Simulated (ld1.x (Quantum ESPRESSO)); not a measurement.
# Cutoff test, phosphorus, ultrasoft

* Element: P
* Generator: ld1.x (Quantum ESPRESSO) 7.5
* Type: ultrasoft
* Functional: PBE
* Relativity: scalar-relativistic
* Frozen core: [Ne]
* Valence charge: 5
* Reference configuration: 3s2 3p3
* Partial waves: 3s (bound): rcut 1.20, rcutus 1.60 bohr; 3s channel at 0.2 Ry: rcut 1.20, rcutus 1.60 bohr; 3p (bound): rcut 1.70, rcutus 1.85 bohr; 3p channel at 0.3 Ry: rcut 1.70, rcutus 1.85 bohr; 3d channel at -0.15 Ry: rcut 1.50, rcutus 1.70 bohr
* Local potential: all-electron potential smoothed inside 1.30 bohr (lloc = -1)
* Core correction: none
* Augmentation charge: PSQ, radius 0.95 bohr

The pseudo-atom Hamiltonian at the reference potential is diagonalised in spherical Bessel functions j_l(qr) that vanish at 20 bohr, with q² up to the cutoff. All-electron valence levels (Ry): 3s -1.0267, 3p -0.4047.

Task: How do the lowest levels (Ry) of each channel move with the cutoff, and are there ghosts?

Result:

| cutoff (Ry) | s #1 | p #1 | p #2 | d #1 | f #1 | f #2 | Σ f·Δε (mRy) |
| --- | --- | --- | --- | --- | --- | --- | --- |
| 8 | -1.0164 | -0.3903 | 0.0280 | 0.0641 | 0.1143 | 0.2424 | 64.2 |
| 10 | -1.0214 | -0.3981 | 0.0276 | 0.0639 | 0.1143 | 0.2424 | 30.9 |
| 12 | -1.0246 | -0.4017 | 0.0274 | 0.0639 | 0.1143 | 0.2424 | 13.5 |
| 15 | -1.0260 | -0.4038 | 0.0273 | 0.0638 | 0.1143 | 0.2424 | 4.2 |
| 21 | -1.0265 | -0.4046 | 0.0273 | 0.0637 | 0.1143 | 0.2424 | 1.0 |
| 25 | -1.0265 | -0.4047 | 0.0273 | 0.0637 | 0.1143 | 0.2424 | 0.6 |
| 30 | -1.0266 | -0.4047 | 0.0273 | 0.0636 | 0.1143 | 0.2424 | 0.3 |
| 35 | -1.0267 | -0.4047 | 0.0273 | 0.0636 | 0.1143 | 0.2424 | 0.2 |
| 400 | -1.0268 | -0.4048 | 0.0273 | 0.0636 | 0.1143 | 0.2424 | 0.0 |

Result: no extra level below or beside the all-electron valence levels (s, p, d, f tested); 10 mRy is reached at 15 Ry and 1 mRy at 25 Ry.

Test run stopped at test 3 of 7 (negative rho).
